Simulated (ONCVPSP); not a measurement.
Before and after: ONCV potential for In

- Element: indium (In)
- Generator: ONCVPSP 4.0.1
- Type: optimised norm-conserving Vanderbilt (ONCV)
- Functional: PBE
- Relativity: scalar-relativistic
- Frozen core: [Kr] 4d10
- Valence charge: 3
- Reference configuration: 5s2 5p1
- Partial waves: 5s: rc 2.15 bohr, ncon 4, nbas 8, qcut 3.1 1/bohr, 3 projectors, debl 0.3 Ha; 5p: rc 2.25 bohr, ncon 3, nbas 8, qcut 3.3 1/bohr, 2 projectors, debl 3.9 Ha; d scattering state at 0.09 Ha: rc 2.35 bohr, ncon 3, nbas 8, qcut 4.2 1/bohr, 3 projectors, debl 1.5 Ha
- Local potential: polynomial inside 1.70 bohr (lpopt 3, dvloc0 0 Ha)
- Core correction: Teter function, fcfact 4.25, rcfact 1.55

In the s channel the program set the typed energies aside and used -0.302, 0.250, 0.550 Ha.

All-electron outer shells of the reference configuration (PBE, scalar-relativistic, ld1.x):

| shell | level (eV) | outermost node (bohr) | outermost maximum (bohr) |
| --- | --- | --- | --- |
| 4p | -78.13 | 0.42 | 0.82 |
| 4d | -18.62 | 0.40 | 0.94 |
| 5s | -8.21 | 1.02 | 2.16 |
| 5p | -2.52 | 1.14 | 2.85 |

Change: p: rc 1.74.

Cutoffs: the cutoffs (Ha) at which the residual kinetic energy of the hardest occupied pseudo-wave falls to 1 and 0.1 mHa per electron; they do not see the model core or the augmentation charge, which bear on the density cutoff. Errors are all-electron minus pseudo energies relative to the spin-unpolarised reference configuration.

**Question.** What does the change do?

**Answer.** The potential gets harder (5.8 Ha and 29 Ha → 50 Ha and 86 Ha); both files keep a bound ghost (d, s); the errors of the 4 common tests hardly move. A smaller radius makes the pseudo-wave follow the all-electron one further in, where it bends more sharply, so more plane waves are needed.

| quantity | base | changed |
| --- | --- | --- |
| cutoff, loose | 5.8 Ha | 50 Ha |
| cutoff, tight | 29 Ha | 86 Ha |
| loose cutoff by channel | s 5.8 Ha, p 3.9 Ha | s 5.8 Ha, p 50 Ha |
| bound ghosts | s, d | s, d |
| GHOST(+) flags under 300 eV | s at 89.8 eV, p at 143.9 eV | s at 89.8 eV, p at 134.6 eV |
| error for 5s2 5p0, meV [ΔE 5.36 eV] | -74 | -75 |
| error for 5s1 5p0, meV [ΔE 24.60 eV] | -411 | -414 |
| error for 5s2 5p0.5, meV [ΔE 1.94 eV] | -15 | -16 |
| error for 5s1 5p2, meV [ΔE 5.84 eV] | -22 | -19 |
| s: phases at 2.19 bohr within 0.05 rad from the reference energy up to (Ha; the scan ends near 5) | 3.2 | 3.2 |
| d: phases at 2.39 bohr within 0.05 rad from the reference energy up to (Ha; the scan ends near 5) | 4.9 | 4.9 |
| rms error of d²Exc/dni dnj with the model core, mHa | 3.13 | 3.16 |

Base: The cutoffs count occupied waves only; projector 3 of the d channel, the hardest unoccupied one, needs 75 Ha at the loose tolerance. A true bound ghost makes a file unfit for plane-wave use even where its test errors are small: the radial tests pick states by their node count and pass the ghost by.
